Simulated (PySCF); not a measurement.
Si(F)2(OH)(OSiH3) (F2H4O2Si2), SMILES F[Si](O[SiH3])(F)O. Atoms are numbered in the order given.

```xyz
10

O      1.7550     1.1590     0.4183
Si     0.7617    -0.1219     0.1426
F      0.2944    -0.8256     1.5304
F      1.5322    -1.2778    -0.6918
O     -0.5525     0.3974    -0.6734
Si    -2.2297     0.4235    -0.4932
H      2.6410     0.9473     0.7588
H     -2.7598    -0.9793    -0.4067
H     -2.7888     1.1114    -1.7005
H     -2.6003     1.1781     0.7515
```

The structure is a stationary point at PBE-D3(BJ)/def2-SVP. This is a generated structure with no PubChem entry under its InChIKey; it may be hypothetical. One conformer was computed; it need not be the lowest.

The numbers are results of PBE-D3(BJ)/def2-SVP (PySCF), not measurements.

Frequencies are harmonic and unscaled.

Computed vibrational spectrum:
```json
[
 {"mode": "1", "ν (cm⁻¹)": "31", "IR (km/mol)": "2.8", "Raman (Å⁴/amu)": "0.1", "depolarisation": "0.75", "moving atoms (share of kinetic energy)": "O 46 %, Si 20 %, F 18 %, H 16 %"},
 {"mode": "2", "ν (cm⁻¹)": "58", "IR (km/mol)": "0.3", "Raman (Å⁴/amu)": "0.1", "depolarisation": "0.75", "moving atoms (share of kinetic energy)": "H 93 %"},
 {"mode": "3", "ν (cm⁻¹)": "65", "IR (km/mol)": "1.3", "Raman (Å⁴/amu)": "0.1", "depolarisation": "0.45", "moving atoms (share of kinetic energy)": "F 39 %, Si 30 %, O 19 %, H 11 %"},
 {"mode": "4", "ν (cm⁻¹)": "163", "IR (km/mol)": "71.9", "Raman (Å⁴/amu)": "2.7", "depolarisation": "0.74", "moving atoms (share of kinetic energy)": "H 70 %, F 21 %"},
 {"mode": "5", "ν (cm⁻¹)": "245", "IR (km/mol)": "1.8", "Raman (Å⁴/amu)": "0.5", "depolarisation": "0.71", "moving atoms (share of kinetic energy)": "O 49 %, F 46 %"},
 {"mode": "6", "ν (cm⁻¹)": "271", "IR (km/mol)": "42.1", "Raman (Å⁴/amu)": "0.6", "depolarisation": "0.67", "moving atoms (share of kinetic energy)": "O 31 %, H 29 %, F 26 %, Si 14 %"},
 {"mode": "7", "ν (cm⁻¹)": "323", "IR (km/mol)": "47.1", "Raman (Å⁴/amu)": "1.3", "depolarisation": "0.71", "moving atoms (share of kinetic energy)": "F 45 %, O 31 %, Si 19 %"},
 {"mode": "8", "ν (cm⁻¹)": "359", "IR (km/mol)": "27.1", "Raman (Å⁴/amu)": "1.6", "depolarisation": "0.73", "moving atoms (share of kinetic energy)": "F 40 %, O 35 %, Si 22 %"},
 {"mode": "9", "ν (cm⁻¹)": "372", "IR (km/mol)": "57.9", "Raman (Å⁴/amu)": "1.8", "depolarisation": "0.74", "moving atoms (share of kinetic energy)": "O 36 %, F 35 %, Si 24 %"},
 {"mode": "10", "ν (cm⁻¹)": "603", "IR (km/mol)": "7.4", "Raman (Å⁴/amu)": "13.8", "depolarisation": "0.12", "moving atoms (share of kinetic energy)": "Si 39 %, O 26 %, F 20 %, H 15 %"},
 {"mode": "11", "ν (cm⁻¹)": "699", "IR (km/mol)": "45.0", "Raman (Å⁴/amu)": "14.0", "depolarisation": "0.75", "moving atoms (share of kinetic energy)": "H 84 %, Si 9 %"},
 {"mode": "12", "ν (cm⁻¹)": "713", "IR (km/mol)": "45.2", "Raman (Å⁴/amu)": "11.7", "depolarisation": "0.58", "moving atoms (share of kinetic energy)": "H 79 %, O 11 %, Si 9 %"},
 {"mode": "13", "ν (cm⁻¹)": "766", "IR (km/mol)": "111.2", "Raman (Å⁴/amu)": "3.3", "depolarisation": "0.28", "moving atoms (share of kinetic energy)": "H 46 %, O 29 %, F 20 %"},
 {"mode": "14", "ν (cm⁻¹)": "863", "IR (km/mol)": "126.4", "Raman (Å⁴/amu)": "2.8", "depolarisation": "0.75", "moving atoms (share of kinetic energy)": "H 38 %, Si 25 %, F 24 %, O 14 %"},
 {"mode": "15", "ν (cm⁻¹)": "914", "IR (km/mol)": "58.4", "Raman (Å⁴/amu)": "24.6", "depolarisation": "0.75", "moving atoms (share of kinetic energy)": "H 96 %"},
 {"mode": "16", "ν (cm⁻¹)": "915", "IR (km/mol)": "45.1", "Raman (Å⁴/amu)": "19.9", "depolarisation": "0.74", "moving atoms (share of kinetic energy)": "H 93 %"},
 {"mode": "17", "ν (cm⁻¹)": "940", "IR (km/mol)": "176.1", "Raman (Å⁴/amu)": "1.7", "depolarisation": "0.73", "moving atoms (share of kinetic energy)": "Si 48 %, F 47 %"},
 {"mode": "18", "ν (cm⁻¹)": "955", "IR (km/mol)": "415.4", "Raman (Å⁴/amu)": "12.6", "depolarisation": "0.75", "moving atoms (share of kinetic energy)": "H 77 %, Si 16 %"},
 {"mode": "19", "ν (cm⁻¹)": "977", "IR (km/mol)": "139.5", "Raman (Å⁴/amu)": "1.8", "depolarisation": "0.51", "moving atoms (share of kinetic energy)": "Si 47 %, O 36 %, F 11 %"},
 {"mode": "20", "ν (cm⁻¹)": "1103", "IR (km/mol)": "464.8", "Raman (Å⁴/amu)": "2.2", "depolarisation": "0.60", "moving atoms (share of kinetic energy)": "O 67 %, Si 25 %"},
 {"mode": "21", "ν (cm⁻¹)": "2177", "IR (km/mol)": "62.7", "Raman (Å⁴/amu)": "200.2", "depolarisation": "0.05", "moving atoms (share of kinetic energy)": "H 98 %"},
 {"mode": "22", "ν (cm⁻¹)": "2183", "IR (km/mol)": "124.0", "Raman (Å⁴/amu)": "72.7", "depolarisation": "0.75", "moving atoms (share of kinetic energy)": "H 96 %"},
 {"mode": "23", "ν (cm⁻¹)": "2205", "IR (km/mol)": "106.7", "Raman (Å⁴/amu)": "122.8", "depolarisation": "0.35", "moving atoms (share of kinetic energy)": "H 96 %"},
 {"mode": "24", "ν (cm⁻¹)": "3781", "IR (km/mol)": "111.6", "Raman (Å⁴/amu)": "125.9", "depolarisation": "0.30", "moving atoms (share of kinetic energy)": "H 94 %"}
]
```
